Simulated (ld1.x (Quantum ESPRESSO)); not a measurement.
## Pseudopotential generation for C: RRKJ, Wu–Cohen, scalar-relativistic.

The input file (ld1.x (Quantum ESPRESSO) 7.5):

```
&input
   title='C', zed=6., rel=1, dft='WC', iswitch=3,
   config='[He] 2s2 2p2 3d-2',
   nld=3, rlderiv=1.80, eminld=-3.0, emaxld=5.0, deld=0.02
 /
 &inputp
   pseudotype=2, tm=.false., lloc=-1, rcloc=1.35,
   nlcc=.true., new_core_ps=.true.,
   file_pseudopw='C.UPF', file_wfcaegen='ae.wfc', file_wfcncgen='nc.wfc', file_beta='beta', file_chi='chi'
 /
3
2S  1  0   2.00   0.00  1.30  1.30  0.0
2P  2  1   2.00   0.00  1.65  1.65  0.0
3D  3  2  -2.00   0.45  1.50  1.50  0.0
 &test
   configts(1)='2s2 2p2'
 /
```

Command:

```bash
ld1.x < C.in > C.out
```

Output (shortened: banner, matrices, multipoles, cross overlaps and the repeated all-electron block are left out):

```
Program LD1 v.7.5
     --------------------------- All-electron run ----------------------------

     C
     scalar relativistic calculation

     atomic number is  6.00
     dft =WC   lsd =0 sic =0 latt =0  beta=0.20 tr2=1.0E-14
     Exchange-correlation= WC
                           (   1   4  11   4   0   0   0)
     mesh =1073 r(mesh) = 100.30751 a.u. xmin = -7.00 dx = 0.01250
     1 Ry =  13.60569312 eV, c = 137.03599908

     n l     nl                  e(Ry)          e(Ha)          e(eV)
     1 0     1S 1( 2.00)       -20.0489       -10.0244      -272.7788
     2 0     2S 1( 2.00)        -1.0045        -0.5022       -13.6663
     2 1     2P 1( 2.00)        -0.3853        -0.1926        -5.2417

     final scf error:  2.0E-15 reached in  22 iterations

     Etot =     -75.342515 Ry,     -37.671257 Ha,   -1025.087134 eV

     Ekin =      75.140158 Ry,      37.570079 Ha,    1022.333925 eV
     Encl =    -175.898554 Ry,     -87.949277 Ha,   -2393.221741 eV
     Eh   =      35.375590 Ry,      17.687795 Ha,     481.309418 eV
     Exc  =      -9.959708 Ry,      -4.979854 Ha,    -135.508737 eV

     normalization and overlap integrals

     s(1S/1S) =  1.000000  <r> =   0.2711  <r2> =    0.0996  r(max) =   0.1752
     s(2S/2S) =  1.000000  <r> =   1.5739  <r2> =    2.9985  r(max) =   1.2162
     s(2P/2P) =  1.000000  <r> =   1.7938  <r2> =    4.2238  r(max) =   1.2011

     ------------------------ End of All-electron run ------------------------

     --------------------- Generating NC pseudopotential ---------------------

      Generating local potential from pseudized AE potential:
      Matching radius rcloc =   1.3500

      Local pseudo, rcloc= 1.361 Estimated cut-off energy=    13.02 Ry

      Computing core charge for nlcc:

       r > 0.52 : true rho core
      Core charge pseudized with two Bessel functions
      Integrated core pseudo-charge :   1.16

      Wfc   2S  rcut= 1.295  Estimated cut-off energy=       73.98 Ry
      This function has    0 nodes for 0 < r <    1.295

      Wfc   2P  rcut= 1.662  Estimated cut-off energy=       63.53 Ry
      This function has    0 nodes for 0 < r <    1.662

      Wfc   3D  rcut= 1.504  Estimated cut-off energy=       97.99 Ry
      This function has    0 nodes for 0 < r <    1.504

     ------------------- End of pseudopotential generation -------------------

     Computing logarithmic derivative in   1.80310
     Computing logarithmic derivative in   1.80310
     Computing the partial wave expansion
     R is outside the sphere for l=    0 j= 0.00
     R is outside the sphere for l=    1 j= 0.00
     R is outside the sphere for l=    2 j= 0.00

     ---------------------- Testing the pseudopotential ----------------------

     C
     scalar relativistic calculation

     atomic number is  6.00   valence charge is  4.00
     dft =WC   lsd =0 sic =0 latt =0  beta=0.20 tr2=1.0E-14
     mesh =1073 r(mesh) = 100.30751 xmin = -7.00 dx = 0.01250

     n l     nl             e AE (Ry)        e PS (Ry)    De AE-PS (Ry)
     1 0     2S   1( 2.00)       -1.00445       -1.00446        0.00001
     2 1     2P   1( 2.00)       -0.38526       -0.38526        0.00000

     eps = 1.1E-17  iter =  4

     Etot =     -75.342515 Ry,     -37.671257 Ha,   -1025.087134 eV
     Etotps =   -13.239990 Ry,      -6.619995 Ha,    -180.139237 eV

     Ekin =       6.325177 Ry,       3.162589 Ha,      86.058420 eV
     Encl =     -22.938881 Ry,     -11.469440 Ha,    -312.099371 eV
     Ehrt =       8.728575 Ry,       4.364288 Ha,     118.758317 eV
     Ecxc =      -5.449123 Ry,      -2.724562 Ha,     -74.139097 eV
     (Ecc =      -2.527894 Ry,      -1.263947 Ha,     -34.393747 eV)
     Epseu=       0.094262 Ry,       0.047131 Ha,       1.282493 eV

     ---------------------- End of pseudopotential test ----------------------
```

Generation and configuration tests took about 2.1 s on one core of a shared server CPU.

Transferability test of the new file with ld1.x, input:

```
&input
   title='C', zed=6., rel=1, dft='WC', iswitch=2,
   config='[He] 2s2 2p2 3d-2'
 /
 &test
   file_pseudo='C.UPF', nconf=8,
   configts(1)='2s2 2p2',
   configts(2)='2s2 2p1',
   configts(3)='2s2 2p0',
   configts(4)='2s1 2p0',
   configts(5)='2s1 2p3',
   configts(6)='2s2 2p1.5',
   configts(7)='2s1 2p2',
   configts(8)='2s2 2p2.3'
 /
```

```bash
ld1.x < C.test.in > C.test.out
```

Pseudopotential blocks of its output, shortened (energy terms left out):

```
     ---------------------- Testing the pseudopotential ----------------------

     n l     nl             e AE (Ry)        e PS (Ry)    De AE-PS (Ry)
     1 0     2S   1( 2.00)       -1.00445       -1.00446        0.00001
     2 1     2P   1( 2.00)       -0.38526       -0.38526        0.00000

     eps = 5.4E-15  iter = 14

     Etot =     -75.342515 Ry,     -37.671257 Ha,   -1025.087134 eV
     Etotps =   -13.239990 Ry,      -6.619995 Ha,    -180.139242 eV

     ---------------------- End of pseudopotential test ----------------------

          ---------------------- Testing the pseudopotential ----------------------

     n l     nl             e AE (Ry)        e PS (Ry)    De AE-PS (Ry)
     1 0     2S   1( 2.00)       -1.88686       -1.88566       -0.00119
     2 1     2P   1( 1.00)       -1.24583       -1.24313       -0.00270

     eps = 2.9E-15  iter = 19

     Etot =     -74.547584 Ry,     -37.273792 Ha,   -1014.271551 eV
     Etotps =   -12.445866 Ry,      -6.222933 Ha,    -169.334628 eV
     dEtot_ae =       0.794931 Ry
     dEtot_ps =       0.794124 Ry,   Delta E=       0.000806 Ry

     ---------------------- End of pseudopotential test ----------------------

          ---------------------- Testing the pseudopotential ----------------------

     n l     nl             e AE (Ry)        e PS (Ry)    De AE-PS (Ry)
     1 0     2S   1( 2.00)       -2.95862       -2.94810       -0.01052  !
     2 1     2P   1( 0.00)       -2.32498       -2.30735       -0.01762  !

     eps = 2.0E-16  iter =  9

     Etot =     -72.778307 Ry,     -36.389154 Ha,    -990.199316 eV
     Etotps =   -10.685114 Ry,      -5.342557 Ha,    -145.378388 eV
     dEtot_ae =       2.564207 Ry
     dEtot_ps =       2.554876 Ry,   Delta E=       0.009332 Ry

     ---------------------- End of pseudopotential test ----------------------

          ---------------------- Testing the pseudopotential ----------------------

     n l     nl             e AE (Ry)        e PS (Ry)    De AE-PS (Ry)
     1 0     2S   1( 1.00)       -4.10980       -4.08895       -0.02086  !
     2 1     2P   1( 0.00)       -3.51519       -3.47292       -0.04226  !

     eps = 3.7E-16  iter =  9

     Etot =     -69.247031 Ry,     -34.623515 Ha,    -942.153850 eV
     Etotps =    -7.169098 Ry,      -3.584549 Ha,     -97.540553 eV
     dEtot_ae =       6.095484 Ry
     dEtot_ps =       6.070892 Ry,   Delta E=       0.024592 Ry

     ---------------------- End of pseudopotential test ----------------------

          ---------------------- Testing the pseudopotential ----------------------

     n l     nl             e AE (Ry)        e PS (Ry)    De AE-PS (Ry)
     1 0     2S   1( 1.00)       -1.03746       -1.03815        0.00070
     2 1     2P   1( 3.00)       -0.41702       -0.41753        0.00051

     eps = 3.0E-15  iter = 18

     Etot =     -74.722661 Ry,     -37.361330 Ha,   -1016.653595 eV
     Etotps =   -12.620028 Ry,      -6.310014 Ha,    -171.704227 eV
     dEtot_ae =       0.619854 Ry
     dEtot_ps =       0.619962 Ry,   Delta E=      -0.000108 Ry

     ---------------------- End of pseudopotential test ----------------------

          ---------------------- Testing the pseudopotential ----------------------

     n l     nl             e AE (Ry)        e PS (Ry)    De AE-PS (Ry)
     1 0     2S   1( 2.00)       -1.41807       -1.41796       -0.00011
     2 1     2P   1( 1.50)       -0.78469       -0.78412       -0.00057

     eps = 4.1E-16  iter =  9

     Etot =     -75.052811 Ry,     -37.526405 Ha,   -1021.145510 eV
     Etotps =   -12.950378 Ry,      -6.475189 Ha,    -176.198870 eV
     dEtot_ae =       0.289704 Ry
     dEtot_ps =       0.289612 Ry,   Delta E=       0.000092 Ry

     ---------------------- End of pseudopotential test ----------------------

          ---------------------- Testing the pseudopotential ----------------------

     n l     nl             e AE (Ry)        e PS (Ry)    De AE-PS (Ry)
     1 0     2S   1( 1.00)       -1.89429       -1.89605        0.00176
     2 1     2P   1( 2.00)       -1.25380       -1.25397        0.00017

     eps = 1.5E-16  iter =  9

     Etot =     -73.906832 Ry,     -36.953416 Ha,   -1005.553670 eV
     Etotps =   -11.803549 Ry,      -5.901774 Ha,    -160.595464 eV
     dEtot_ae =       1.435683 Ry
     dEtot_ps =       1.436441 Ry,   Delta E=      -0.000758 Ry

     ---------------------- End of pseudopotential test ----------------------

          ---------------------- Testing the pseudopotential ----------------------

     n l     nl             e AE (Ry)        e PS (Ry)    De AE-PS (Ry)
     1 0     2S   1( 2.00)       -0.78882       -0.78873       -0.00009
     2 1     2P   1( 2.30)       -0.18046       -0.18047        0.00001

     eps = 4.9E-15  iter = 21

     Etot =     -75.426637 Ry,     -37.713319 Ha,   -1026.231679 eV
     Etotps =   -13.324120 Ry,      -6.662060 Ha,    -181.283893 eV
     dEtot_ae =      -0.084123 Ry
     dEtot_ps =      -0.084130 Ry,   Delta E=       0.000008 Ry

     ---------------------- End of pseudopotential test ----------------------
```
